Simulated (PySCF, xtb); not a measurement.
Ga(Me)(OH)(NH2) (CH₆GaNO), SMILES [OH][Ga]([CH3])[NH2]. The values are those of a single conformer.

Harmonic wavenumbers (cm⁻¹) from xtb 6.7.1 with GFN2-xTB at its own minimum, in rising order: 42, 119, 139, 168, 235, 307, 339, 399, 489, 569, 593, 598, 658, 688, 1252, 1433, 1438, 1446, 2967, 2972, 3007, 3370, 3410, 3677.

### Question
What does B3LYP-D3(BJ)/def2-SVP in PySCF give at its own minimum? (The exact figures need the calculation; the answer reports its results.)

### Answer
39, 134, 149, 187, 207, 301, 398, 557, 672, 687, 717, 718, 759, 803, 1224, 1434, 1436, 1512, 3036, 3128, 3138, 3585, 3691, 3865. Paired by order, the mean absolute difference is 92 cm⁻¹ and the zero-point energies are 43.3 and 46.3 kcal/mol.
